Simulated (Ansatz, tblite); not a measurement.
Cost and result up the ladder for B(SMe2)H3 (C₂H₉BS) (13 atoms). The state is a singlet with charge 0. Geometry: r2SCAN-D4/def2-SVP.

```tsv
atom	x (Å)	y (Å)	z (Å)
B1	0.373	-1.269	-1.138
S2	0.269	-0.479	0.639
C3	-1.445	0.083	0.749
C4	1.109	1.109	0.442
H5	-1.699	0.656	-0.156
H6	-1.589	0.684	1.658
H7	-2.068	-0.820	0.795
H8	0.710	1.624	-0.444
H9	0.988	1.717	1.349
H10	2.172	0.883	0.283
H11	-0.322	-2.266	-1.029
H12	1.563	-1.511	-1.255
H13	-0.061	-0.410	-1.893
```

Ansatz on 4 threads of Arm Neoverse V2 on a shared host; xTB runs through tblite on one thread. Times are rough, summed over both states, and most runs start from the orbitals of an earlier one. PBE0-D4/def2-TZVP serves as the yardstick here, not as an exact answer. The other state is a triplet.

The xTB rows come from tblite.

xTB has no spin-polarisation term.

```csv
level,functions,wall time
GFN2-xTB,30,0.007 s
GFN1-xTB,39,0.012 s
PBE-D4/def2-TZVP,184,4.6 s
PBE0-D4/def2-TZVP (with forces),184,7.6 s
r2SCAN-D4/def2-TZVP,184,10 s
```

(1) Estimate what each level gives for the vertical triplet (eV).

Results:

(1) 
```csv
level,vertical triplet (eV),difference from PBE0-D4/def2-TZVP (eV)
GFN2-xTB,5.42,-0.69
GFN1-xTB,5.91,-0.20
PBE-D4/def2-TZVP,5.87,-0.24
PBE0-D4/def2-TZVP (with forces),6.11,0.00
r2SCAN-D4/def2-TZVP,5.97,-0.14
```
